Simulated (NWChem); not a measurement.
System: CH$_{4}$O$_{2}$Si; SMILES O=C[SiH2]O

```xyz
8

O     -0.5526     1.7092     0.0000
C      0.5415     1.1629     0.0000
Si     0.5364    -0.7703     0.0000
O     -1.0858    -1.1050     0.0000
H      1.4620     1.7913     0.0000
H      1.2358    -1.2756    -1.2106
H      1.2358    -1.2756     1.2106
H     -1.5847    -0.2660     0.0000
```
Atoms are numbered in this order, from 1.

Program: NWChem. All runs use the structure optimised with B3LYP/6-31G* (spherical d). B3LYP is NWChem's, with the RPA form of VWN correlation. Ions are spin-unrestricted doublets at the neutral geometry; other ion states weren't tried.

### Question
What does the run give for B3LYP/def2-SVP? Quantities: vertical ionisation energy, ΔSCF (eV); −ε(HOMO) (eV).

### Answer
```yaml
vertical ionisation energy, ΔSCF (eV): 9.87
"−ε(HOMO) (eV)": 7.12
```
